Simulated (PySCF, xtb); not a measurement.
C2H4BF2N, SMILES C=C(F)B(N)F.

GFN2-xTB in xtb at its own geometry gives an orbital gap of 4.33 eV and a dipole moment of 4.70 D.

The structure is a stationary point at PBE0-D3(BJ)/def2-SVP. The structure was generated by enumeration, and PubChem lists no compound with its InChIKey, so it may never have been made. One conformer was computed; it need not be the lowest.

**Question.** What does B3LYP/def2-TZVP in PySCF give? (The exact figures need the calculation; the answer reports its results.)

**Answer.** gap 6.34 eV (levels -7.36 and -1.02 eV), dipole 3.52 D.
